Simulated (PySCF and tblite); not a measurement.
The numbers below are computed, except where a source is named.
C₄H₇FO₂S, numbered as in [O:1]=[S:2]1(=[O:3])[CH2:4][CH2:5][C@@H:6]1[CH2:7][F:8].

Search: ETKDG and KDG, MMFF94s, GFN2-xTB, 200 starts; geometries at GFN2-xTB. Free energies are PBE0-D3(BJ)/def2-SVP (IEF-PCM, acetone) single points with GFN2-xTB rigid-rotor and vibrational terms (modes under about 100 cm⁻¹ blended into free rotors). Symmetry numbers and mirror images are counted. Conformers within 2.5 kcal/mol (GFN2-xTB free energy) were kept, 4 at most. Programs: PySCF with density fitting and tblite.

Rotational constants are equilibrium values for the commonest isotopes; dipoles come from the energy level named and are polarised by its solvent model.

Torsions listed: S2–C6–C7–F8. The 4-ring runs over atoms 2–4–5–6.

```tsv
conformer	shape	symmetry	weight %
1	4-ring puckered (ring torsions 18, -18, 15, -15°); 62°	C1	42.9
2	4-ring puckered (ring torsions -17, 17, -14, 14°); -91°	C1	34.1
3	4-ring puckered (ring torsions -16, 16, -13, 13°); 166°	C1	16.6
4	4-ring puckered (ring torsions 13, -13, 11, -11°); 168°	C1	6.4
```

Sets of constants, in random order:

```json
{"set": "P", "A (MHz)": "2592", "B (MHz)": "1453", "C (MHz)": "1185", "abs μa (D)": "0.30", "abs μb (D)": "7.01", "abs μc (D)": "0.38"}
{"set": "Q", "A (MHz)": "3083", "B (MHz)": "1252", "C (MHz)": "1099", "abs μa (D)": "1.64", "abs μb (D)": "4.06", "abs μc (D)": "0.25"}
{"set": "R", "A (MHz)": "2869", "B (MHz)": "1593", "C (MHz)": "1369", "abs μa (D)": "3.81", "abs μb (D)": "4.14", "abs μc (D)": "1.25"}
{"set": "S", "A (MHz)": "3125", "B (MHz)": "1281", "C (MHz)": "1118", "abs μa (D)": "2.17", "abs μb (D)": "3.58", "abs μc (D)": "1.09"}
```

(1) Match each set to its conformer.

The cap on conformers cut off some of the population, so the set may be incomplete.

## Answers

(1) P is conformer 2, Q is conformer 3, R is conformer 1, S is conformer 4.


Conformer gaps in def2-SVP on xTB geometries can be 2 kcal/mol too large for S=O, P=O and other polar bonds.